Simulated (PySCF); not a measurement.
MnO, neutral, multiplicity 6. Atoms are numbered in the order given.

```xyz
2

Mn     0.0000     0.0000    -0.3945
O      0.0000     0.0000     1.2328
```
Charge 0, spin multiplicity 6.

Coordinates come from a PBE0-D3(BJ)/def2-TZVPD optimisation. The multiplicity is an assumed one; other spin states were not compared.

These are PBE0-D3(BJ)/def2-TZVPD in PySCF values and carry that method's errors.

Frequencies are harmonic and unscaled.

```csv
mode,ν (cm⁻¹),IR (km/mol),moving atoms (share of kinetic energy)
1,866,143.2,"O 77 %, Mn 23 %"
```
